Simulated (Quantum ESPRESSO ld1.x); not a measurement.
Au6+, 73 electrons, occupied as [Xe] 4f14 5d5. All-electron calculation, non-relativistic Kohn-Sham, PBE, spin-unpolarised, spherical densities, point nucleus; relativity is left out, which matters for an element this heavy. Program: ld1.x of Quantum ESPRESSO 7.5.

Normalised radial functions P(r) = r R(r), r in bohr:

| r | 4f | 5s | 5d |
|---|---|---|---|
| 0.001337 | 0.0000 | 0.0593 | 0.0000 |
| 0.002076 | 0.0000 | 0.0866 | 0.0000 |
| 0.003249 | 0.0000 | 0.1228 | 0.0001 |
| 0.005085 | 0.0000 | 0.1635 | 0.0005 |
| 0.007896 | 0.0000 | 0.1946 | 0.0019 |
| 0.01236 | 0.0003 | 0.1867 | 0.0063 |
| 0.01919 | 0.0013 | 0.0954 | 0.0198 |
| 0.03003 | 0.0066 | -0.1045 | 0.0576 |
| 0.04701 | 0.0293 | -0.3050 | 0.1432 |
| 0.07299 | 0.1099 | -0.2157 | 0.2745 |
| 0.1142 | 0.3448 | 0.2691 | 0.3411 |
| 0.1788 | 0.8183 | 0.3912 | 0.0925 |
| 0.2776 | 1.3426 | -0.3950 | -0.3981 |
| 0.4345 | 1.4339 | -0.4948 | -0.3970 |
| 0.6747 | 0.9383 | 0.7547 | 0.3880 |
| 1.056 | 0.3430 | 1.1400 | 0.9987 |
| 1.653 | 0.0574 | 0.4085 | 0.7161 |
| 2.567 | 0.0032 | 0.0388 | 0.1979 |
| 4.017 | 0.0000 | 0.0005 | 0.0138 |
| 6.237 | 0.0000 | 0.0000 | 0.0001 |

4f: eigenvalue -183.75 eV, 0 radial nodes, <r> = 0.485 bohr, 90 % of the charge inside 0.773 bohr. 5s: eigenvalue -170.55 eV, 4 radial nodes at r = 0.0244, 0.0912, 0.229, 0.527 bohr, <r> = 1.00 bohr, 90 % of the charge inside 1.42 bohr. 5d: eigenvalue -87.875 eV, 2 radial nodes at r = 0.195, 0.559 bohr, <r> = 1.29 bohr, 90 % of the charge inside 1.89 bohr.
